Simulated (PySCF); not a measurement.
C₃H₉Sb (SMILES [CH3][Sb]([CH3])[CH3]), singlet, geometry from GFN2-xTB (core potentials on Sb); DF-HF/def2-SVP (PySCF).

Input for PySCF:
```python
from pyscf import gto, scf

mol = gto.M(
    atom='''
Sb   -0.006738    0.007403    0.431424
C     0.192544   -1.823265   -0.714740
H     1.117611   -2.323686   -0.452256
H     0.198144   -1.591922   -1.774437
H    -0.636971   -2.486204   -0.496815
C     1.489217    1.049401   -0.743781
H     2.476040    0.671277   -0.502375
H     1.458237    2.110237   -0.523020
H     1.295101    0.897088   -1.800014
C    -1.646684    0.735326   -0.787370
H    -2.551984    0.187230   -0.552656
H    -1.408723    0.601973   -1.837180
H    -1.814271    1.787682   -0.588540
''',
    basis='def2-svp',
    ecp={'Sb': 'def2-svp'},
    charge=0,
    spin=0,
    verbose=4,
)

mf = scf.RHF(mol)
mf.diis_space = 12
mf = mf.density_fit(auxbasis='def2-universal-jkfit')
mf.kernel()
mf.analyze()
```

What the program printed (banner, timings and long lists left out):

```
PySCF version 2.14.0

[INPUT] verbose = 4
[INPUT] num. atoms = 13
[INPUT] num. electrons = 50
[INPUT] charge = 0
[INPUT] spin (= nelec alpha-beta = 2S) = 0
[INPUT] symmetry False subgroup None
[INPUT] Mole.unit = angstrom
[INPUT] Symbol           X                Y                Z      unit          X                Y                Z       unit  Magmom
[...]
nuclear repulsion = 208.352819376166
number of shells = 55
number of NR pGTOs = 196
number of NR cGTOs = 113
basis = def2-svp
ecp = {'Sb': 'def2-svp'}

******** <class 'pyscf.df.df_jk.DFRHF'> ********
method = DFRHF
initial guess = minao
damping factor = 0
level_shift factor = 0
DIIS = <class 'pyscf.scf.diis.CDIIS'>
diis_start_cycle = 1
diis_space = 12
diis_damp = 0
SCF conv_tol = 1e-09
SCF conv_tol_grad = None
SCF max_cycles = 50
direct_scf = False
Set gradient conv threshold to 3.16228e-05
Initial guess from minao.
******** <class 'pyscf.df.df.DF'> ********
auxbasis = def2-universal-jkfit
init E= -332.027036252051
[...]
cycle= 1 E= -356.836736535807  delta_E= -24.8  |g|= 2.09  |ddm|= 9.83
[...]
cycle= 2 E= -357.773082042904  delta_E= -0.936  |g|= 1.04  |ddm|= 5.25
[...]
cycle= 3 E= -357.989581242059  delta_E= -0.216  |g|= 0.0806  |ddm|= 1.34
[...]
cycle= 4 E= -357.993470272984  delta_E= -0.00389  |g|= 0.0297  |ddm|= 0.161
[...]
cycle= 5 E= -357.994008603477  delta_E= -0.000538  |g|= 0.0103  |ddm|= 0.0657
[...]
cycle= 6 E= -357.994086030909  delta_E= -7.74e-05  |g|= 0.00273  |ddm|= 0.0278
[...]
cycle= 7 E= -357.994091777175  delta_E= -5.75e-06  |g|= 0.000406  |ddm|= 0.00973
[...]
cycle= 8 E= -357.994091921826  delta_E= -1.45e-07  |g|= 7.02e-05  |ddm|= 0.00155
[...]
cycle= 9 E= -357.994091925837  delta_E= -4.01e-09  |g|= 1.45e-05  |ddm|= 0.000333
[...]
cycle= 10 E= -357.994091926035  delta_E= -1.97e-10  |g|= 2.77e-06  |ddm|= 8.73e-05
[...]
Extra cycle  E= -357.994091926045  delta_E= -1.02e-11  |g|= 9.74e-07  |ddm|= 9.48e-06
converged SCF energy = -357.994091926045
**** SCF Summaries ****
Total Energy =                        -357.994091926044916
Nuclear Repulsion Energy =             208.352819376166423
One-electron Energy =                 -993.192842358793769
Two-electron Energy =                  426.845931056582515
Two-electron Coulomb Energy =          464.022411483863152
DFT Exchange-Correlation Energy =      -37.176480427280637
HOMO-LUMO gap [eV] =                    12.196005989697831
**** MO energy ****
[...]
Dipole moment(X, Y, Z, Debye):  0.00881, -0.00968, -0.56421
```
